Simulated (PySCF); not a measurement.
**Computed properties of B3H2O3, SMILES B1OBO[B]O1**

B₃H₂O₃, SMILES [B]1OBOBO1 (connectivity only; charge and spin as stated), charge +1, multiplicity 1. Geometry: PBE0-D3(BJ)/def2-SVP. The spin state was assumed, not searched. The isomer is the one that the SMILES or the coordinates give; other isomers of the formula were not compared. The values are those of a single conformer. All values are computed for the isolated molecule unless a solvent is named; none is compared with measurement here.

**Structure.** The optimised structure has C2v symmetry. All 18 harmonic modes at PBE0-D3(BJ)/def2-SVP (PySCF) are real, so it is a minimum. With heavy atoms numbered as in [B:1]1[O:2][BH:3][O:4][BH:5][O:6]1, the shortest bond between them is B1–O6 at 1.271 Å and the longest B5–O6 at 1.472 Å.

**Vibrations.** The strongest infrared lines (harmonic, unscaled, degenerate partners summed) lie at 1928 cm⁻¹ (604 km/mol, B 74 %, O 26 %), 1235 cm⁻¹ (356 km/mol, B 66 %, H 20 %, O 13 %), 1340 cm⁻¹ (339 km/mol, O 57 %, B 39 %). The softest mode is at 229 cm⁻¹ and the zero-point energy is 28.1 kcal/mol.

**Electronic structure.** M06-2X/def2-TZVP (PySCF) places the frontier levels at -17.87 and -7.43 eV, a gap of 10.44 eV and a mean polarisability of 35.9 bohr³.

**Excitations.** TDDFT-B3LYP/def2-SVPD (PySCF) has S1 at 6.50 eV (191 nm, f = 0.075, bright); the most intense of the 10 singlets computed lies at 6.50 eV (f = 0.08). T1 (TDA) is at 5.94 eV. No vertical singlet excitation falls in the visible range (under 3.1 eV).

**NMR.** GIAO shifts at HF/pcSseg-1 (PySCF) (non-relativistic, atoms alike by connectivity averaged): ¹H at 5.7 ppm against TMS; ¹¹B from 18.2 to 19.5 ppm against BF3.
